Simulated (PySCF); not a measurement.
C₄H₄Se, triplet, at a GFN2-xTB geometry of the parent state (a higher spin typed on purpose: for a closed-shell molecule this is an excited state); PBE/3-21G (PySCF).

The PySCF input:
```python
from pyscf import gto, scf, dft

mol = gto.Mole()
mol.atom = '''
    C     0.52973863   -1.70013647   -0.36404580
    C    -0.87775011   -1.54351414   -0.38824634
    C    -1.30856073   -0.28529626   -0.12047485
    Se    0.09460885    0.88180436    0.20451478
    C     1.21718690   -0.56635604   -0.07704684
    H     1.01092001   -2.64397673   -0.55819727
    H    -1.54771727   -2.35925706   -0.60219080
    H    -2.32838464    0.05352367   -0.08677554
    H     2.28479299   -0.45982084   -0.00745600
'''
mol.basis = '3-21g'
mol.spin = 2
mol.verbose = 4
mol.build()

mf = dft.ROKS(mol)
mf.xc = 'pbe'
mf.kernel()
mf.analyze()
```

The log (banner, timings and long lists left out):

```
PySCF version 2.14.0

[INPUT] verbose = 4
[INPUT] num. atoms = 9
[INPUT] num. electrons = 62
[INPUT] charge = 0
[INPUT] spin (= nelec alpha-beta = 2S) = 2
[INPUT] symmetry False subgroup None
[INPUT] Mole.unit = angstrom
[INPUT] Symbol           X                Y                Z      unit          X                Y                Z       unit  Magmom
[...]
nuclear repulsion = 313.146305887657
number of shells = 38
number of NR pGTOs = 126
number of NR cGTOs = 66
basis = 3-21g
ecp = {}

******** <class 'pyscf.dft.roks.ROKS'> ********
method = ROKS
initial guess = minao
damping factor = 0
level_shift factor = 0
DIIS = <class 'pyscf.scf.diis.CDIIS'>
diis_start_cycle = 1
diis_space = 8
diis_damp = 0
SCF conv_tol = 1e-09
SCF conv_tol_grad = None
SCF max_cycles = 50
direct_scf = True
direct_scf_tol = 1e-13
num. doubly occ = 30  num. singly occ = 2
XC library pyscf.dft.libxc version 7.1.2
    S. Lehtola, C. Steigemann, M. J. T. Oliveira, and M. A. L. Marques,  SoftwareX 7, 1–5 (2018)
XC functionals = pbe
    J. P. Perdew, K. Burke, and M. Ernzerhof,  Phys. Rev. Lett. 77, 3865 (1996)
    J. P. Perdew, K. Burke, and M. Ernzerhof,  Phys. Rev. Lett. 78, 1396 (1997)
    J. P. Perdew, K. Burke, and M. Ernzerhof,  Phys. Rev. Lett. 77, 3865 (1996)
    J. P. Perdew, K. Burke, and M. Ernzerhof,  Phys. Rev. Lett. 78, 1396 (1997)
radial grids:
    Treutler-Ahlrichs [JCP 102, 346 (1995); DOI:10.1063/1.469408] (M4) radial grids

becke partition: Becke, JCP 88, 2547 (1988); DOI:10.1063/1.454033
pruning grids: <function nwchem_prune>
grids dens level: 3
symmetrized grids: False
atomic radii adjust function: <function treutler_atomic_radii_adjust>
small_rho_cutoff = 0
Set gradient conv threshold to 3.16228e-05
tot grids = 116128
init E= -2541.90878206496
[...]
cycle= 1 E= -2543.3307552543  delta_E= -1.42  |g|= 0.494  |ddm|= 2.69
[...]
cycle= 2 E= -2542.95177415267  delta_E= 0.379  |g|= 1.03  |ddm|= 4.32
[...]
cycle= 3 E= -2543.42298633312  delta_E= -0.471  |g|= 0.14  |ddm|= 4.22
[...]
cycle= 4 E= -2543.37502107675  delta_E= 0.048  |g|= 0.313  |ddm|= 0.947
[...]
cycle= 5 E= -2543.42556450434  delta_E= -0.0505  |g|= 0.107  |ddm|= 0.93
[...]
cycle= 6 E= -2543.4281882853  delta_E= -0.00262  |g|= 0.071  |ddm|= 0.0572
[...]
cycle= 7 E= -2543.37909558756  delta_E= 0.0491  |g|= 0.274  |ddm|= 0.919

WARN: HOMO 0.0006611286443996 >= LUMO -0.0325512200298532

cycle= 8 E= -2543.36213163851  delta_E= 0.017  |g|= 0.184  |ddm|= 3.61
[...]
cycle= 9 E= -2543.37969388864  delta_E= -0.0176  |g|= 0.275  |ddm|= 3.61

WARN: HOMO -0.000853548529186732 >= LUMO -0.0315555415067286

cycle= 10 E= -2543.35982127444  delta_E= 0.0199  |g|= 0.201  |ddm|= 3.61
[...]
cycle= 11 E= -2543.42714884229  delta_E= -0.0673  |g|= 0.0726  |ddm|= 3.72
[...]
cycle= 12 E= -2543.42851309489  delta_E= -0.00136  |g|= 0.0647  |ddm|= 0.288
[...]
cycle= 13 E= -2543.42813255051  delta_E= 0.000381  |g|= 0.0706  |ddm|= 0.0418
[...]
cycle= 14 E= -2543.42728090752  delta_E= 0.000852  |g|= 0.0861  |ddm|= 0.0194
[...]
cycle= 15 E= -2543.42850751424  delta_E= -0.00123  |g|= 0.0656  |ddm|= 0.0688
[...]
cycle= 16 E= -2543.36581927185  delta_E= 0.0627  |g|= 0.329  |ddm|= 0.931

WARN: HOMO 0.00346419805958886 >= LUMO -0.0342942852182737

cycle= 17 E= -2543.35616567551  delta_E= 0.00965  |g|= 0.227  |ddm|= 3.59
[...]
cycle= 18 E= -2543.36454138847  delta_E= -0.00838  |g|= 0.336  |ddm|= 3.59

WARN: HOMO 0.00315870917784689 >= LUMO -0.0339847090793055

cycle= 19 E= -2543.35688025749  delta_E= 0.00766  |g|= 0.222  |ddm|= 3.59
[...]
cycle= 20 E= -2543.37095909812  delta_E= -0.0141  |g|= 0.305  |ddm|=  3.6

WARN: HOMO 0.00276764752711478 >= LUMO -0.0336049205437052

cycle= 21 E= -2543.36008208607  delta_E= 0.0109  |g|=  0.2  |ddm|=  3.6
[...]
cycle= 22 E= -2543.42688975429  delta_E= -0.0668  |g|= 0.0935  |ddm|= 3.73
[...]
cycle= 23 E= -2543.42729495295  delta_E= -0.000405  |g|= 0.0862  |ddm|= 0.0591
[...]
cycle= 24 E= -2543.42599788654  delta_E= 0.0013  |g|= 0.106  |ddm|= 0.0657
[...]
cycle= 25 E= -2543.42632047229  delta_E= -0.000323  |g|= 0.102  |ddm|= 0.0184
[...]
cycle= 26 E= -2543.42719140767  delta_E= -0.000871  |g|= 0.0891  |ddm|= 0.0443
[...]
cycle= 27 E= -2543.37742860205  delta_E= 0.0498  |g|= 0.287  |ddm|= 0.905

WARN: HOMO 0.00190087700043939 >= LUMO -0.0329495482549407

cycle= 28 E= -2543.36033552698  delta_E= 0.0171  |g|= 0.198  |ddm|=  3.6
[...]
cycle= 29 E= -2543.37560761022  delta_E= -0.0153  |g|= 0.295  |ddm|=  3.6

WARN: HOMO 0.00195503414385989 >= LUMO -0.032832389166958

cycle= 30 E= -2543.36086077389  delta_E= 0.0147  |g|= 0.193  |ddm|=  3.6
[...]
cycle= 31 E= -2543.37368711047  delta_E= -0.0128  |g|= 0.301  |ddm|= 3.61

WARN: HOMO 0.00290544633956569 >= LUMO -0.0337385312813157

cycle= 32 E= -2543.36597558076  delta_E= 0.00771  |g|= 0.138  |ddm|= 3.64
[...]
cycle= 33 E= -2543.41186143585  delta_E= -0.0459  |g|= 0.149  |ddm|= 3.62
[...]
cycle= 34 E= -2543.42924924902  delta_E= -0.0174  |g|= 0.0472  |ddm|= 0.662
[...]
cycle= 35 E= -2543.41683270106  delta_E= 0.0124  |g|= 0.136  |ddm|= 0.571
[...]
cycle= 36 E= -2543.42906734378  delta_E= -0.0122  |g|= 0.0514  |ddm|= 0.511
[...]
cycle= 37 E= -2543.42909389465  delta_E= -2.66e-05  |g|= 0.051  |ddm|= 0.00852
[...]
cycle= 38 E= -2543.42897076347  delta_E= 0.000123  |g|= 0.052  |ddm|= 0.0418
[...]
cycle= 39 E= -2543.4290819559  delta_E= -0.000111  |g|= 0.0507  |ddm|= 0.0294
[...]
cycle= 40 E= -2543.42698507815  delta_E= 0.0021  |g|= 0.0722  |ddm|= 0.208
[...]
cycle= 41 E= -2543.39780468041  delta_E= 0.0292  |g|= 0.214  |ddm|= 0.608
[...]
cycle= 42 E= -2543.37091932307  delta_E= 0.0269  |g|= 0.309  |ddm|= 0.469

WARN: HOMO 0.00147949920028556 >= LUMO -0.0333536582098664

cycle= 43 E= -2543.36309123017  delta_E= 0.00783  |g|= 0.167  |ddm|= 3.64
[...]
cycle= 44 E= -2543.3775571497  delta_E= -0.0145  |g|= 0.279  |ddm|= 3.63

WARN: HOMO 0.00192701316236032 >= LUMO -0.0330372342138343

cycle= 45 E= -2543.36080437109  delta_E= 0.0168  |g|= 0.196  |ddm|= 3.61
[...]
cycle= 46 E= -2543.37692603365  delta_E= -0.0161  |g|= 0.286  |ddm|= 3.61

WARN: HOMO 0.00202999548609073 >= LUMO -0.0335149729760946

cycle= 47 E= -2543.36354422867  delta_E= 0.0134  |g|= 0.172  |ddm|= 3.61
[...]
cycle= 48 E= -2543.42159451217  delta_E= -0.0581  |g|= 0.116  |ddm|= 3.72
[...]
cycle= 49 E= -2543.4261919505  delta_E= -0.0046  |g|= 0.102  |ddm|= 0.474
[...]
cycle= 50 E= -2543.42818823303  delta_E= -0.002  |g|= 0.06  |ddm|= 0.174
SCF not converged.
SCF energy = -2543.42818823303
**** SCF Summaries ****
Total Energy =                       -2543.428188233033779
Nuclear Repulsion Energy =             313.146305887656695
One-electron Energy =                -4160.733482638539499
Two-electron Energy =                 1304.158988517849366
Two-electron Coulomb Energy =         1413.852706915362887
DFT Exchange-Correlation Energy =     -109.693718397513578
HOMO-LUMO gap [eV] =                     0.977178424497542
**** MO energy ****
                Roothaan           | alpha              | beta
[...]
 ** Mulliken pop on meta-lowdin orthogonal AOs  **
 ** Mulliken pop  **
 ** Mulliken atomic charges  **
charge of    0C =     -0.09586
charge of    1C =     -0.19437
charge of    2C =     -0.21914
charge of    3Se =      0.24749
charge of    4C =     -0.24650
charge of    5H =      0.12466
charge of    6H =      0.12422
charge of    7H =      0.12972
charge of    8H =      0.12979
Dipole moment(X, Y, Z, Debye):  0.03676, -0.80509, -0.18149
```

The run did not converge; its last values are not results.
